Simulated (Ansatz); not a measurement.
Start from `OBNCS` and change one atom or group to get `OB[NH][GaH2]`.

Ansatz, PBE0-D4/def2-TZVP geometries, multiplicity 1. Each molecule was computed in one conformer, which needn't be the lowest.

Scalar relativity is left out up to krypton.

```json
{"property": "HOMO–LUMO gap (B3LYP/def2-TZVPP) / eV", "`OBNCS`": "6.79"}
{"property": "size of the dipole moment (B3LYP/def2-TZVPP) / D", "`OBNCS`": "3.07"}
{"property": "HOMO energy (PBE/def2-TZVPP) / eV", "`OBNCS`": "-5.97"}
{"property": "HOMO–LUMO gap (PBE0/def2-TZVPP) / eV", "`OBNCS`": "7.31"}
{"property": "LUMO energy (PBE0/def2-TZVPP) / eV", "`OBNCS`": "0.08"}
{"property": "HOMO energy (PBE0/def2-TZVPP) / eV", "`OBNCS`": "-7.24"}
```

Task: Give the same properties after the change, and the shifts. (Best estimate.)

Result: The calculation gave: 
| property | `OB[NH][GaH2]` | shift |
| --- | --- | --- |
| HOMO–LUMO gap (B3LYP/def2-TZVPP) / eV | 6.43 | -0.36 |
| size of the dipole moment (B3LYP/def2-TZVPP) / D | 1.44 | -1.63 |
| HOMO energy (PBE/def2-TZVPP) / eV | -6.06 | -0.09 |
| HOMO–LUMO gap (PBE0/def2-TZVPP) / eV | 6.94 | -0.37 |
| LUMO energy (PBE0/def2-TZVPP) / eV | -0.40 | -0.48 |
| HOMO energy (PBE0/def2-TZVPP) / eV | -7.34 | -0.10 |

With PBE0 the HOMO falls by 0.10 eV and the LUMO falls by 0.48 eV, so the gap narrows by about 0.38 eV. PBE moves the HOMO by -0.09 eV and ωB97M-V by -0.14 eV. Dipoles are sizes alone; their direction can turn.

B3LYP here is the variant with VWN-RPA as its local correlation; programs differ in this.
